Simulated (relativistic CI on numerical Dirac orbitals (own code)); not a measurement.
Forbidden lines of Tc XVIII

Method of calculation: Dirac-Coulomb-Breit CI, separate exchange-only KLI orbitals for each configuration, model QED (radiative potential, 1s self-energy scaled to tabulated hydrogen-like ionisation energies), unscaled Slater integrals (own radial code, finite nucleus).

Configurations in the expansion (outside the closed core [Ne]): 3s²3p⁶3d⁸, 3s²3p⁵3d⁹, 3s²3p⁴3d¹⁰, 3s3p⁶3d⁹, 3p⁶3d¹⁰, 3s²3p⁶3d⁷4s, 3s²3p⁶3d⁷4p, 3s3p⁵3d¹⁰, 3s²3p⁶3d⁷4d, 3s²3p⁶3d⁶4s², 3s²3p⁶3d⁷4f, 3s²3p⁵3d⁸4s, 3s²3p⁶3d⁶4s4p, 3s²3p⁴3d⁹4s, 3s²3p⁶3d⁷5s, 3s²3p⁶3d⁶4p². Levels of other configurations are missing.

| λ vac (Å) | Lower | Upper | Type | A (s⁻¹) | log gf |
| --- | --- | --- | --- | --- | --- |
| 42.906 | 3s²3p⁶3d⁸ ³F4 [1] | 3s²3p⁶3d⁷4s ¹G4 [40] | E2 | 3.45e+06 | -5.07 |
| 42.927 | 3s²3p⁶3d⁸ ³F4 [1] | 3s²3p⁶3d⁷4s ³H6 [39] | E2 | 2.73e+07 | -4.01 |
| 43.223 | 3s²3p⁶3d⁸ ³F4 [1] | 3s²3p⁶3d⁷4s ³P2 [35] | E2 | 4.99e+07 | -4.16 |
| 43.388 | 3s²3p⁶3d⁸ ³F4 [1] | 3s²3p⁶3d⁷4s ³G5 [33] | E2 | 2.48e+07 | -4.11 |
| 43.424 | 3s²3p⁶3d⁸ ³F3 [2] | 3s²3p⁶3d⁷4s ¹G4 [40] | E2 | 2.97e+06 | -5.12 |
| 43.453 | 3s²3p⁶3d⁸ ³F2 [3] | 3s²3p⁶3d⁷4s ¹G4 [40] | E2 | 1.83e+07 | -4.33 |
| 43.538 | 3s²3p⁶3d⁸ ³F2 [3] | 3s²3p⁶3d⁷4s ³G3 [38] | E2 | 1.18e+07 | -4.63 |
| 43.717 | 3s²3p⁶3d⁸ ³F3 [2] | 3s²3p⁶3d⁷4s ⁵P1 [36] | E2 | 6.90e+06 | -5.23 |
| 43.747 | 3s²3p⁶3d⁸ ³F2 [3] | 3s²3p⁶3d⁷4s ⁵P1 [36] | E2 | 3.34e+07 | -4.54 |
| 43.766 | 3s²3p⁶3d⁸ ³F4 [1] | 3s²3p⁶3d⁷4s ³F2 [29] | E2 | 6.92e+06 | -5.00 |
| 43.839 | 3s²3p⁶3d⁸ ³F3 [2] | 3s²3p⁶3d⁷4s ³G4 [34] | E2 | 2.28e+07 | -4.23 |
| 43.865 | 3s²3p⁶3d⁸ ³F4 [1] | 3s²3p⁶3d⁷4s ³F3 [28] | E2 | 3.27e+07 | -4.18 |
| 43.869 | 3s²3p⁶3d⁸ ³F2 [3] | 3s²3p⁶3d⁷4s ³G4 [34] | E2 | 3.58e+06 | -5.03 |
| 44.058 | 3s²3p⁶3d⁸ ³F2 [3] | 3s²3p⁶3d⁷4s ³P1 [32] | E2 | 1.75e+07 | -4.82 |
| 44.064 | 3s²3p⁶3d⁸ ³P2 [4] | 3s²3p⁶3d⁷4s ³G3 [38] | E2 | 9.30e+06 | -4.72 |
| 44.089 | 3s²3p⁶3d⁸ ³F4 [1] | 3s²3p⁶3d⁷4s ⁵F2 [26] | E2 | 2.29e+06 | -5.48 |
| 44.102 | 3s²3p⁶3d⁸ ³F3 [2] | 3s²3p⁶3d⁷4s ³F2 [30] | E2 | 1.90e+07 | -4.56 |
| 44.118 | 3s²3p⁶3d⁸ ³P2 [4] | 3s²3p⁶3d⁷4s ³P0 [37] | E2 | 4.77e+07 | -4.86 |
| 44.133 | 3s²3p⁶3d⁸ ³F2 [3] | 3s²3p⁶3d⁷4s ³F2 [30] | E2 | 1.74e+07 | -4.60 |
| 44.196 | 3s²3p⁶3d⁸ ³F4 [1] | 3s²3p⁶3d⁷4s ³F4 [25] | E2 | 3.90e+07 | -3.99 |
| 44.305 | 3s²3p⁶3d⁸ ³F3 [2] | 3s²3p⁶3d⁷4s ³F2 [29] | E2 | 5.96e+06 | -5.06 |
| 44.335 | 3s²3p⁶3d⁸ ³F2 [3] | 3s²3p⁶3d⁷4s ³F2 [29] | E2 | 2.93e+07 | -4.36 |
| 44.406 | 3s²3p⁶3d⁸ ³F3 [2] | 3s²3p⁶3d⁷4s ³F3 [28] | E2 | 2.82e+07 | -4.23 |
| 44.559 | 3s²3p⁶3d⁸ ¹D2 [7] | 3s²3p⁶3d⁷4s ¹G4 [40] | E2 | 4.13e+06 | -4.96 |
| 44.571 | 3s²3p⁶3d⁸ ³F4 [1] | 3s²3p⁶3d⁷4s ⁵F4 [23] | E2 | 2.75e+07 | -4.13 |
| 44.585 | 3s²3p⁶3d⁸ ³F2 [3] | 3s²3p⁶3d⁷4s ⁵F1 [27] | E2 | 5.11e+06 | -5.34 |
| 44.587 | 3s²3p⁶3d⁸ ¹G4 [8] | 3s²3p⁶3d⁷4s ³H5 [42] | E2 | 2.87e+07 | -4.03 |
| 44.596 | 3s²3p⁶3d⁸ ³P2 [4] | 3s²3p⁶3d⁷4s ³P1 [32] | E2 | 1.18e+07 | -4.98 |
| 44.666 | 3s²3p⁶3d⁸ ³F2 [3] | 3s²3p⁶3d⁷4s ⁵F2 [26] | E2 | 2.15e+06 | -5.49 |
| 44.667 | 3s²3p⁶3d⁸ ¹G4 [8] | 3s²3p⁶3d⁷4s ¹G4 [40] | E2 | 2.10e+07 | -4.25 |
| 44.672 | 3s²3p⁶3d⁸ ³P2 [4] | 3s²3p⁶3d⁷4s ³F2 [30] | E2 | 3.94e+06 | -5.23 |
| 44.705 | 3s²3p⁶3d⁸ ¹D2 [7] | 3s²3p⁶3d⁷4s ³P0 [37] | E2 | 1.26e+07 | -5.42 |
| 44.745 | 3s²3p⁶3d⁸ ³F3 [2] | 3s²3p⁶3d⁷4s ³F4 [25] | E2 | 6.43e+06 | -4.76 |
| 44.776 | 3s²3p⁶3d⁸ ³F2 [3] | 3s²3p⁶3d⁷4s ³F4 [25] | E2 | 5.16e+06 | -4.86 |
| 44.780 | 3s²3p⁶3d⁸ ³F3 [2] | 3s²3p⁶3d⁷4s ⁵F3 [24] | E2 | 5.46e+06 | -4.94 |
| 44.830 | 3s²3p⁶3d⁸ ³F4 [1] | 3s²3p⁶3d⁷4s ⁵F5 [22] | E2 | 1.79e+06 | -5.23 |
| 44.984 | 3s²3p⁶3d⁸ ³P2 [4] | 3s²3p⁶3d⁷4s ³F3 [28] | E2 | 1.04e+07 | -4.66 |
| 44.997 | 3s²3p⁶3d⁸ ¹D2 [7] | 3s²3p⁶3d⁷4s ³G4 [34] | E2 | 5.91e+06 | -4.79 |
| 45.037 | 3s²3p⁶3d⁸ ³P0 [5] | 3s²3p⁶3d⁷4s ³F2 [30] | E2 | 3.91e+06 | -5.23 |
| 45.102 | 3s²3p⁶3d⁸ ³P1 [6] | 3s²3p⁶3d⁷4s ³F2 [30] | E2 | 5.80e+06 | -5.05 |
| 45.106 | 3s²3p⁶3d⁸ ¹G4 [8] | 3s²3p⁶3d⁷4s ³G4 [34] | E2 | 7.63e+06 | -4.68 |
| 45.161 | 3s²3p⁶3d⁸ ³F2 [3] | 3s²3p⁶3d⁷4s ⁵F4 [23] | E2 | 2.81e+06 | -5.11 |
| 45.248 | 3s²3p⁶3d⁸ ³P0 [5] | 3s²3p⁶3d⁷4s ³F2 [29] | E2 | 5.67e+06 | -5.06 |
| 45.332 | 3s²3p⁶3d⁸ ³P2 [4] | 3s²3p⁶3d⁷4s ³F4 [25] | E2 | 4.16e+06 | -4.94 |
| 45.727 | 3s²3p⁶3d⁸ ³P2 [4] | 3s²3p⁶3d⁷4s ⁵F4 [23] | E2 | 3.70e+06 | -4.98 |

Terms are leading LS components. Brackets give the number of a level in order of energy, since labels repeat. The list gives strong lines, with weight on those to low levels, among the lowest 200 of 1579 levels, so that lines to higher ones, which can be the strongest, are missing. Levels whose partners in the same complex of configurations lie outside the list can be far off, and so can their lines. Rates are taken at the computed energies, electric ones in the length gauge.

At this charge energies of transitions that change n are usually good to better than 1 %, and those within a shell (Δn = 0) to a few per cent. Terms inside the open d or f shell come out 10 to 20 % too wide with unscaled integrals.

LS names give the leading component of a level, which can be under half, so a name can repeat, a term be missing and a line seem to break the LS rules.
